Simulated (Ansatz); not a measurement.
Results of the Gaussian-basis code of Ansatz.

A structure relaxed at PBE0-D4/def2-TZVP, charge 0, multiplicity 1:

```xyz
9

F     0.1969   -1.7525   -1.4227
C     0.3053   -0.4365   -1.0372
N    -0.7736   -0.0212   -0.2214
Si    0.0453    0.4667    1.2111
S     1.7415   -0.1955    0.1007
H     0.4435    0.1312   -1.9614
H    -1.6736    0.1500   -0.6359
H     0.0055    1.9215    1.5071
H    -0.2908   -0.2639    2.4597
```

Problem. Give its formula and SMILES.

Solution. CH4FNSSi, `FC1N[SiH2]S1`.

Problem. Summarise the bond lengths by kind.

Solution. 1 × C–F 1.376 Å; 1 × C–N 1.415 Å; 1 × C–S 1.848 Å; 1 × C–H 1.093 Å; 1 × N–Si 1.721 Å; 1 × H–N 1.006 Å; 1 × S–Si 2.133 Å; 2 × H–Si 1.485 Å.
